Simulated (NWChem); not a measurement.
Molecule: C$_{4}$H$_{4}$N$_{2}$; SMILES N#CCCC#N

```xyz
10

N     -0.1846     2.9772     0.0000
C      0.1707     1.8763     0.0000
C      0.5978     0.4828     0.0000
C     -0.5978    -0.4828     0.0000
C     -0.1707    -1.8763     0.0000
N      0.1846    -2.9772     0.0000
H      1.2314     0.3080    -0.8839
H      1.2314     0.3080     0.8839
H     -1.2314    -0.3080     0.8839
H     -1.2314    -0.3080    -0.8839
```
Atoms are numbered in this order, from 1.

Level: PBE0/def2-SVP (NWChem), optimised geometry, unscaled harmonic frequencies. 

```tsv
frequency (cm⁻¹)	IR intensity (km/mol)
81	20.1
130	20.8
226	0.0
369	0.0
416	0.0
525	0.0
537	1.4
769	5.0
966	3.3
990	0.0
1020	0.0
1063	0.0
1193	0.1
1274	2.0
1301	0.0
1388	0.0
1438	0.0
1444	19.4
2418	0.0
2419	16.7
3085	0.0
3092	0.7
3138	0.0
3154	0.6
```

```
Quantity                                                                           Result
-----------------------------------------------------------------------  ----------------
zero-point energy                                                           46.3 kcal/mol
thermal correction to the enthalpy at 298.15 K (with zero-point energy)     50.8 kcal/mol
heat capacity Cv                                                         20.0 cal/(mol K)
entropy at 298.15 K and 1 atm (symmetry number 2)                        76.5 cal/(mol K)
dipole moment                                                                      0.00 D
```

Rigid rotor and harmonic oscillator; modes under 100 cm⁻¹ make the entropy uncertain.
